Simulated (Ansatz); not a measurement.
One change: `CC(=O)CC(=O)C(C)C` becomes `CCC(=O)CC(C)=O`.

Ansatz, PBE0-D4/def2-TZVP geometries, multiplicity 1. Each molecule was computed in one conformer, which needn't be the lowest.

```
                                      property  `CC(=O)CC(=O)C(C)C`
           LUMO energy (B3LYP/def2-TZVPP) / eV                -1.48
            LUMO energy (PBE0/def2-TZVPP) / eV                -1.22
size of the dipole moment (PBE/def2-TZVPP) / D                 1.46
          HOMO–LUMO gap (PBE0/def2-TZVPP) / eV                 6.07
            HOMO energy (PBE0/def2-TZVPP) / eV                -7.29
           HOMO energy (B3LYP/def2-TZVPP) / eV                -7.07
```

(1) What does the change do to each property? (Estimate.)

Results:

(1) The calculation gave: 
| property | `CCC(=O)CC(C)=O` | shift |
| --- | --- | --- |
| LUMO energy (B3LYP/def2-TZVPP) / eV | -1.46 | 0.02 |
| LUMO energy (PBE0/def2-TZVPP) / eV | -1.20 | 0.02 |
| size of the dipole moment (PBE/def2-TZVPP) / D | 1.46 | 0.00 |
| HOMO–LUMO gap (PBE0/def2-TZVPP) / eV | 6.15 | 0.08 |
| HOMO energy (PBE0/def2-TZVPP) / eV | -7.34 | -0.05 |
| HOMO energy (B3LYP/def2-TZVPP) / eV | -7.12 | -0.05 |

Dipoles are sizes alone; their direction can turn.

B3LYP here is the variant with VWN-RPA as its local correlation; programs differ in this.
